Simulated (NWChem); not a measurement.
Program: NWChem. System: CH7Si2, charge 0, spin multiplicity 2, at a geometry optimised with UPBE0/def2-SVP. The structure started from a generated list of species. Its SCF solution wasn't tested for a lower state. Level: UPBE0/def2-TZVP.

The NWChem input:

```
start mol
memory heap 200 mb stack 900 mb global 1100 mb
geometry units angstroms nocenter noautoz
  Si    -1.666996    -0.127568     0.132961
  C      0.000000     0.000000    -0.676584
  Si     1.666996     0.127568     0.132961
  H     -2.556578     0.989981    -0.318468
  H     -2.336199    -1.414015    -0.244516
  H     -1.537399    -0.071757     1.619817
  H      0.000000     0.000000    -1.777068
  H      2.336199     1.414015    -0.244516
  H      2.556578    -0.989981    -0.318468
  H      1.537399     0.071757     1.619817
  symmetry group C2
end
basis spherical
  * library def2-tzvp
end
dft
  xc pbe0
  odft
  mult 2
  semidirect memsize 60000000 filesize 0
  iterations 100
end
task dft energy
```

NWChem printed:

```
             Northwest Computational Chemistry Package (NWChem) 7.3.0
             --------------------------------------------------------

                                NWChem Input Module
                                -------------------

 Scaling coordinates for geometry "geometry" by  1.889725989
 (inverse scale =  0.529177249)

 Turning off AUTOSYM since
 SYMMETRY directive was detected!

                             Geometry "geometry" -> ""
                             -------------------------

 Output coordinates in angstroms (scale by  1.889725989 to convert to a.u.)

  No.       Tag          Charge          X              Y              Z
 ---- ---------------- ---------- -------------- -------------- --------------
    1 Si                  14.0000    -1.66699600    -0.12756800     0.13296100
    2 C                    6.0000     0.00000000     0.00000000    -0.67658400
    3 Si                  14.0000     1.66699600     0.12756800     0.13296100
    4 H                    1.0000    -2.55657800     0.98998100    -0.31846800
    5 H                    1.0000    -2.33619900    -1.41401500    -0.24451600
    6 H                    1.0000    -1.53739900    -0.07175700     1.61981700
    7 H                    1.0000     0.00000000     0.00000000    -1.77706800
    8 H                    1.0000     2.33619900     1.41401500    -0.24451600
    9 H                    1.0000     2.55657800    -0.98998100    -0.31846800
   10 H                    1.0000     1.53739900     0.07175700     1.61981700

 Effective nuclear repulsion energy (a.u.)     138.5517147590

            Nuclear Dipole moment (a.u.)
            ----------------------------
        X                 Y               Z
 ---------------- ---------------- ----------------
     0.0000000000     0.0000000000     0.0000037795

      Symmetry information
      --------------------

 Group name             C2
 Group number              4
 Group order               2
 No. of unique centers     6

      Symmetry unique atoms

     1    2    4    5    6    7


 Summary of "ao basis" -> "" (spherical)
 ------------------------------------------------------------------------------
       Tag                 Description            Shells   Functions and Types
 ---------------- ------------------------------  ------  ---------------------
 *                         def2-tzvp                  on all atoms

                                 NWChem DFT Module
                                 -----------------

 Summary of "ao basis" -> "ao basis" (spherical)
 ------------------------------------------------------------------------------
       Tag                 Description            Shells   Functions and Types
 ---------------- ------------------------------  ------  ---------------------
 Si                        def2-tzvp                13       37   5s5p2d1f
 C                         def2-tzvp                11       31   5s3p2d1f
 H                         def2-tzvp                 4        6   3s1p

 Summary of "ao basis" -> "ao basis" (spherical)
 ------------------------------------------------------------------------------
       Tag                 Description            Shells   Functions and Types
 ---------------- ------------------------------  ------  ---------------------
 Si                        def2-tzvp                13       37   5s5p2d1f
 C                         def2-tzvp                11       31   5s3p2d1f
 H                         def2-tzvp                 4        6   3s1p

      Symmetry analysis of basis
      --------------------------

        a          76
        b          71

            General Information
            -------------------
          SCF calculation type: DFT
          Wavefunction type:  spin polarized.
          No. of atoms     :    10
          No. of electrons :    41
           Alpha electrons :    21
            Beta electrons :    20
          Charge           :     0
          Spin multiplicity:     2
          Use of symmetry is: on ; symmetry adaption is: on
          Maximum number of iterations: 100
          AO basis - number of functions:   147
                     number of shells:    65
          Convergence on energy requested:  1.00D-06
          Convergence on density requested:  1.00D-05
          Convergence on gradient requested:  5.00D-04

              XC Information
              --------------
                         PBE0 Method XC Functional
                     Hartree-Fock (Exact) Exchange  0.250
          PerdewBurkeErnzerhof Exchange Functional  0.750
            Perdew 1991 LDA Correlation Functional  1.000 local
           PerdewBurkeErnz. Correlation Functional  1.000 non-local

             Grid Information
             ----------------
          Grid used for XC integration:  medium
          Radial quadrature: Mura-Knowles
          Angular quadrature: Lebedev.
          Tag              B.-S. Rad. Rad. Pts. Rad. Cut. Ang. Pts.
          ---              ---------- --------- --------- ---------
          Si                  1.10       88          12.0       590
          C                   0.70       49          10.0       434
          H                   0.35       45          13.0       434
          Grid pruning is: on
          Number of quadrature shells:   317
          Spatial weights used:  Erf1

          Convergence Information
          -----------------------
          Convergence aids based upon iterative change in
          total energy or number of iterations.
          Levelshifting, if invoked, occurs when the
          HOMO/LUMO gap drops below (HL_TOL):  1.00D-02
[...]
   120     -0.329985   6 H  s               144     -0.329985  10 H  s

 Vector   23  Occ=0.000000D+00  E= 4.252341D-02  Symmetry=b
              MO Center=  7.8D-13,  9.2D-13,  6.5D-01, r^2= 6.3D+00
   Bfn.  Coefficient  Atom+Function         Bfn.  Coefficient  Atom+Function
  ----- ------------  ---------------      ----- ------------  ---------------
    19      1.166879   1 Si py               87      1.166879   3 Si py
   108     -0.807321   4 H  s               138      0.807321   9 H  s
    50     -0.694720   2 C  py              114      0.697126   5 H  s
   132     -0.697126   8 H  s                18     -0.319055   1 Si px
    86     -0.319055   3 Si px              120      0.245456   6 H  s

 Vector   24  Occ=0.000000D+00  E= 4.403347D-02  Symmetry=a
              MO Center=  1.7D-12, -9.3D-13, -1.5D-01, r^2= 7.9D+00
   Bfn.  Coefficient  Atom+Function         Bfn.  Coefficient  Atom+Function
  ----- ------------  ---------------      ----- ------------  ---------------
     5      1.030076   1 Si s                73      1.030076   3 Si s
   114     -0.851928   5 H  s               132     -0.851928   8 H  s
   108     -0.828419   4 H  s               138     -0.828419   9 H  s
    20     -0.764319   1 Si pz               88     -0.764319   3 Si pz
    42     -0.738676   2 C  s                18     -0.404367   1 Si px

                     DFT Final Beta Molecular Orbital Analysis
                     -----------------------------------------

 Vector   18  Occ=1.000000D+00  E=-3.530712D-01  Symmetry=a
              MO Center= -5.8D-13, -1.1D-13, -1.5D-01, r^2= 7.0D+00
   Bfn.  Coefficient  Atom+Function         Bfn.  Coefficient  Atom+Function
  ----- ------------  ---------------      ----- ------------  ---------------
    16      0.221175   1 Si py               84     -0.221175   3 Si py
   113     -0.164095   5 H  s               131     -0.164095   8 H  s
   107      0.155489   4 H  s               137      0.155489   9 H  s
   112     -0.100813   5 H  s               130     -0.100813   8 H  s
   114     -0.097131   5 H  s               132     -0.097131   8 H  s

 Vector   19  Occ=1.000000D+00  E=-3.467747D-01  Symmetry=a
              MO Center= -2.1D-13, -8.4D-15,  5.5D-01, r^2= 4.5D+00
   Bfn.  Coefficient  Atom+Function         Bfn.  Coefficient  Atom+Function
  ----- ------------  ---------------      ----- ------------  ---------------
    17      0.189701   1 Si pz               85      0.189701   3 Si pz
   119      0.184380   6 H  s               143      0.184380  10 H  s
    45     -0.171350   2 C  pz              125      0.141259   7 H  s
    48     -0.135553   2 C  pz              120      0.124425   6 H  s
   144      0.124425  10 H  s               126      0.116121   7 H  s

 Vector   20  Occ=1.000000D+00  E=-3.288923D-01  Symmetry=b
              MO Center= -8.1D-14,  2.0D-14, -2.3D-01, r^2= 4.6D+00
   Bfn.  Coefficient  Atom+Function         Bfn.  Coefficient  Atom+Function
  ----- ------------  ---------------      ----- ------------  ---------------
    43      0.257081   2 C  px               15     -0.226571   1 Si px
    83     -0.226571   3 Si px               46      0.209354   2 C  px
   107      0.113012   4 H  s               137     -0.113012   9 H  s
   113      0.107112   5 H  s               131     -0.107112   8 H  s
    49      0.106154   2 C  px                6      0.094710   1 Si px

 Vector   21  Occ=0.000000D+00  E=-1.076427D-01  Symmetry=b
              MO Center=  5.6D-14,  1.6D-15, -4.9D-01, r^2= 2.8D+00
   Bfn.  Coefficient  Atom+Function         Bfn.  Coefficient  Atom+Function
  ----- ------------  ---------------      ----- ------------  ---------------
    44      0.316023   2 C  py               50      0.314339   2 C  py
    47      0.284679   2 C  py              114      0.178550   5 H  s
   132     -0.178550   8 H  s               108     -0.170946   4 H  s
   138      0.170946   9 H  s                19      0.112410   1 Si py
    87      0.112410   3 Si py               26      0.081238   1 Si d -2

 Vector   22  Occ=0.000000D+00  E= 1.504609D-02  Symmetry=a
              MO Center=  1.6D-13,  1.2D-14,  3.4D-02, r^2= 8.7D+00
   Bfn.  Coefficient  Atom+Function         Bfn.  Coefficient  Atom+Function
  ----- ------------  ---------------      ----- ------------  ---------------
    42      2.366070   2 C  s                18     -0.898547   1 Si px
    86      0.898547   3 Si px               20      0.610881   1 Si pz
    88      0.610881   3 Si pz              126     -0.520599   7 H  s
     5     -0.415151   1 Si s                73     -0.415151   3 Si s
   120     -0.378470   6 H  s               144     -0.378470  10 H  s

 Vector   23  Occ=0.000000D+00  E= 4.625890D-02  Symmetry=a
              MO Center=  1.0D-11,  1.7D-12, -1.5D-01, r^2= 7.8D+00
   Bfn.  Coefficient  Atom+Function         Bfn.  Coefficient  Atom+Function
  ----- ------------  ---------------      ----- ------------  ---------------
     5      0.904924   1 Si s                73      0.904924   3 Si s
   114     -0.821627   5 H  s               132     -0.821627   8 H  s
    20     -0.804470   1 Si pz               88     -0.804470   3 Si pz
   108     -0.807118   4 H  s               138     -0.807118   9 H  s
    42     -0.600959   2 C  s               120      0.419236   6 H  s

   alpha - beta orbital overlaps
   -----------------------------

   alpha      1      2      3      4      5      6      7      8      9     10
    beta      1      2      3      4      5     10     11      9      8      6
 overlap   1.000  1.000  1.000  1.000  1.000  0.997  0.994  0.996  0.995  0.993

   alpha     11     12     13     14     15     16     17     18     19     20
    beta      7     12     13     14     15     16     17     18     19     20
 overlap   0.992  0.996  1.000  0.997  0.997  0.972  0.987  1.000  0.997  0.987

   alpha     21     22     23     24     25     26     27     28     29     30
    beta     21     22     25     23     24     26     27     28     30     29
 overlap   0.956  0.998  0.890  0.998  0.907  0.995  0.998  0.994  0.993  0.999

   alpha     31     32     33     34     35     36     37     38     39     40
    beta     31     32     33     34     35     36     37     38     41     40
 overlap   0.999  0.993  1.000  0.987  0.987  0.995  0.996  0.997  0.928  0.989

   alpha     41     42     43     44     45     46     47     48     49     50
    beta     39     44     42     43     45     46     47     48     49     50
 overlap   0.987  0.852  0.990  0.897  0.957  1.000  0.994  1.000  0.992  1.000

   alpha     51     52     53     54     55     56     57     58     59     60
    beta     51     52     53     54     55     56     57     58     59     60
 overlap   0.989  1.000  0.999  0.998  0.996  0.999  0.999  0.998  0.999  0.998

   alpha     61     62     63     64     65     66     67     68     69     70
    beta     61     62     63     64     65     66     67     68     69     70
 overlap   0.998  1.000  1.000  1.000  1.000  0.992  0.999  0.997  0.994  0.998

   alpha     71     72     73     74     75     76     77     78     79     80
    beta     71     72     73     74     75     76     77     79     78     80
 overlap   0.830  0.827  0.986  0.986  1.000  0.995  0.988  0.996  1.000  0.987

   alpha     81     82     83     84     85     86     87     88     89     90
    beta     81     82     83     84     85     86     87     88     89     90
 overlap   0.985  1.000  0.996  0.982  0.996  1.000  0.997  0.999  1.000  1.000

   alpha     91     92     93     94     95     96     97     98     99    100
    beta     91     92     94     93     95     96     97     98     99    100
 overlap   0.998  0.999  0.999  0.997  0.989  0.999  0.991  0.998  0.997  0.999

   alpha    101    102    103    104    105    106    107    108    109    110
    beta    101    102    103    104    105    106    107    109    108    110
 overlap   1.000  0.999  0.999  1.000  0.998  0.999  0.999  0.971  0.973  1.000

   alpha    111    112    113    114    115    116    117    118    119    120
    beta    111    113    112    114    115    116    117    118    119    120
 overlap   0.998  0.998  0.999  1.000  0.993  0.997  0.998  0.997  0.994  0.999

   alpha    121    122    123    124    125    126    127    128    129    130
    beta    121    122    123    124    125    126    127    128    129    131
 overlap   1.000  0.997  1.000  0.998  0.999  1.000  0.998  0.999  0.997  0.874

   alpha    131    132    133    134    135    136    137    138    139    140
    beta    130    132    134    133    135    136    137    138    139    140
 overlap   0.895  0.977  1.000  1.000  0.999  0.980  0.982  1.000  1.000  1.000

   alpha    141    142    143    144    145    146    147
    beta    141    142    143    144    145    146    147
 overlap   1.000  1.000  1.000  1.000  1.000  1.000  1.000

     --------------------------
     Expectation value of S2:
     --------------------------
      <S2> =      0.7550 (Exact =     0.7500)

 center of mass
 --------------
 x =   0.00000000 y =   0.00000000 z =  -0.00856816

 moments of inertia (a.u.)
 ------------------
          79.290903891218         -48.845927331104           0.000000000000
         -48.845927331104         713.161818676133          -0.000000000000
           0.000000000000          -0.000000000000         683.341439646677

     Multipole analysis of the density
     ---------------------------------

     L   x y z        total         alpha         beta         nuclear
     -   - - -        -----         -----         ----         -------
     0   0 0 0      0.000000    -21.000000    -20.000000     41.000000

     1   1 0 0     -0.000000     -0.000000     -0.000000      0.000000
     1   0 1 0      0.000000      0.000000      0.000000      0.000000
     1   0 0 1     -0.231930      0.452828     -0.684762      0.000004

     2   2 0 0    -28.634041   -206.288213   -202.748253    380.402425
     2   1 1 0     -0.036629    -13.868243    -13.736651     27.568265
     2   1 0 1     -0.000000      0.000000     -0.000000      0.000000
     2   0 2 0    -28.146959    -27.013879    -24.077027     22.943947
     2   0 1 1     -0.000000     -0.000000     -0.000000      0.000000
     2   0 0 2    -26.786604    -35.704099    -33.826723     42.744218

 Task  times  cpu:       17.0s     wall:       17.0s

 Total times  cpu:       17.0s     wall:       17.0s
```
